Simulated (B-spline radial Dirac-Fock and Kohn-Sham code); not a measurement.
# Satellites and hypersatellites of the K lines of Xe²⁴⁺

System: xenon as Xe²⁴⁺, configuration [Ar] 3d10 4s2.

Level of theory: Dirac-Fock (average of configuration) total-energy differences with a finite nucleus, the Breit interaction including its frequency dependence, and self-energy and vacuum-polarisation corrections; an atomic code on a B-spline grid. Each two-hole energy is an average over J within one jj subconfiguration, not an observable level; in light atoms, where LS coupling holds, the j-resolved values are not observed lines, and for a K spectator the Kα1 hypersatellite is nearly forbidden. Correlation energy is missing from these numbers.

Lines without a spectator: Kα2 (K-L2) 29473.9 eV, Kα1 (K-L3) 29795.7 eV, Kβ3 (K-M2) 33626.3 eV, Kβ1 (K-M3) 33690.9 eV. Shifts in eV with one spectator hole (a dash: not computed, or left out as unreliable):

```csv
spectator hole,Kα2,Kα1,Kβ3,Kβ1
K (1s),+636.6,+660.7,+817.9,+823.4
L2 (2p1/2),+73.5,+93.4,–,+196.5
L3 (2p3/2),+69.3,+70.5,+170.5,–
M2 (3p1/2),–,+13.24,+31.0,+36.4
M3 (3p3/2),+9.65,–,+31.0,+30.6
M4 (3d3/2),+3.33,+0.40,–,–
M5 (3d5/2),-0.40,+2.09,–,–
```

With n spectator holes in 2p, averaged over the 2p shell (energies in eV):

| n | KαLⁿ | step | hypersatellite KαʰLⁿ |
| --- | --- | --- | --- |
| 0 | 29688.4 | – | 30341.1 |
| 1 | 29764.9 | +76.5 | 30419.2 |
| 2 | 29842.8 | +77.9 | 30498.7 |
| 3 | 29922.1 | +79.3 | 30579.6 |
| 4 | 30002.9 | +80.8 | 30662.0 |
| 5 | 30085.1 | +82.2 | 30745.8 |
